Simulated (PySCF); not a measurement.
Exercise with solution: entropy of an ideal gas

BCl₂, SMILES Cl[B]Cl (connectivity only; charge and spin as stated), charge +1, multiplicity 1.

The structure is a stationary point at PBE-D3(BJ)/def2-TZVP. The spin state was assumed, not searched. The isomer is the one that the SMILES or the coordinates give; other isomers of the formula were not compared.

PBE-D3(BJ)/def2-TZVP run with PySCF gives the harmonic wavenumbers 316, 316, 551, 1454 cm⁻¹ and the rotational temperature 0.1305 K. The molar mass is 81.71 g/mol, the symmetry number 2, the spin multiplicity 1.

Question: Work out the entropy at 298.15 K and 1 atm in the rigid-rotor, harmonic-oscillator model.

Answer: 
Translation (Sackur–Tetrode at 1 atm): S = R[1.5 ln M + 2.5 ln T − 1.16487] = 163.7 J/(mol K).
Rotation: q = T/(σ θ) = 1140, S = R[ln q + 1] = 66.9 J/(mol K).
Vibration: with u = 1.4388 ν/T, each mode gives R[u/(e^u − 1) − ln(1 − e^−u)]:
```json
[
 {"ν (cm⁻¹)": "316", "modes": "2", "u": "1.52", "S (J/(mol K))": "11.14"},
 {"ν (cm⁻¹)": "551", "modes": "1", "u": "2.66", "S (J/(mol K))": "2.27"},
 {"ν (cm⁻¹)": "1454", "modes": "1", "u": "7.02", "S (J/(mol K))": "0.06"}
]
```
These are all the modes. Sum 13.5 J/(mol K).
Spin: R ln 1 = 0.0 J/(mol K).
Total 244.0 J/(mol K); the program's own thermochemistry gives 244.0. Translation makes up 67 % and vibration 6 %. Anharmonicity, hindered rotation and orbital degeneracy are left out.
